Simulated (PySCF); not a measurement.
H2MgO2, SMILES [OH][Mg][OH]. Atoms are numbered in the order given.

```xyz
5

Mg     0.0000     0.0000    -0.0217
O      0.0725     1.7953     0.0492
O     -0.0725    -1.7953     0.0492
H     -0.4054     2.5681    -0.2638
H      0.4054    -2.5681    -0.2638
```
Charge 0, spin multiplicity 1.

Geometry: PBE-D3(BJ)/def2-TZVP. Other conformers were not sampled.

Two levels are set side by side: PBE/pcSseg-2 (PySCF) and PBE0/pcSseg-2 (PySCF). GIAO shifts against H2O (¹⁷O), TMS (¹H) at the same level; non-relativistic, no solvent, atoms listed together averaged. Differences are taken from unrounded values.

```
quantity                 PBE0
----------------------  -----
δ(¹⁷O) of O2, O3 (ppm)  -32.2
δ(¹H) of H4, H5 (ppm)    0.15
```

### Question
What does PBE give, and how far is it from PBE0? (The exact figures need the calculation; the answer reports its results.)

### Answer

| quantity | PBE | PBE minus PBE0 |
|---|---|---|
| δ(¹⁷O) of O2, O3 (ppm) | -31.4 | 0.8 |
| δ(¹H) of H4, H5 (ppm) | -0.01 | -0.16 |

Rough cost on one machine, each run with all the roots and properties that it gave: PBE0 against PBE within a factor of 2.
